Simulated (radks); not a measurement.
Valence configurations of Eu (all share [Xe]). Calculated with a radial shooting solver on a logarithmic mesh with Libxc functionals: Dirac Kohn-Sham, PBE, spin-unpolarised, spherical densities, point nucleus; open shells fill j = l - 1/2 first. Energies are relative to 4f7 6s2; eigenvalues in eV.

valence,E (eV),e(4f5/2),e(4f7/2),e(5d3/2),e(6p1/2),e(6s1/2)
4f7 6s2,0.000,-2.874,-2.262,-,-,-3.619
4f7 5d1 6s1,2.075,-1.844,-1.234,-1.101,-,-3.263
4f7 6s1 6p1,2.344,-4.037,-3.424,-,-1.863,-4.262
4f7 6s1.5 6p0.5,1.158,-3.469,-2.856,-,-1.610,-3.955
4f6 6s2 6p1,4.573,-11.557,-,-,-2.328,-5.264
4f6.5 5d0.5 6s2,0.810,-5.531,-4.891,-2.205,-,-3.852
4f7 5d0.5 6s1.5,1.012,-2.282,-1.671,-1.329,-,-3.410
4f9,7.276,-0.877,-0.355,-,-,-
4f7 6p2,4.794,-5.108,-4.494,-,-2.306,-

NIST lists [Xe] 4f7 6s2 as the ground configuration; this level of theory agrees among the configurations tried. The energies are those of spherical spin-averaged densities, not of single terms. No valid solution was reached for [Xe] 4f7.5 6s1.5.
